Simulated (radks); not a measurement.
The numbers below are computed, except where a source is named.
Initial-state core-level shifts of the tantalum ion Ta+ when its valence configuration changes from [Xe] 4f14 5d3 6s1. Level of theory: scalar-relativistic Kohn-Sham, BLYP, spin-unpolarised, spherical densities, point nucleus (a radial shooting solver on a logarithmic mesh with Libxc functionals). Shifts are changes of the shell-averaged eigenvalues in eV (positive: less bound).

valence                    4s       4p       5s       5p
4f14 5d2 6s2           -2.521   -2.526   -2.490   -2.317
4f14 5d2.5 6s1 6p0.5   -1.961   -1.964   -1.944   -1.853
4f14 5d3 6p1           -1.446   -1.446   -1.438   -1.423
4f12 5d5 6s1          -21.010  -20.377   -8.382   -6.331
4f12 5d3 6s1 6p2      -30.121  -29.490  -17.130  -14.622
4f13.5 5d3.5 6s1       -5.043   -4.904   -2.133   -1.624
4f14 5d2 6s1 6p1       -4.013   -4.018   -3.966   -3.770
4f13.5 5d2 6s1.5 6p1  -10.613  -10.480   -7.579   -6.766
4f13 5d3 6s2          -12.979  -12.691   -6.904   -5.701
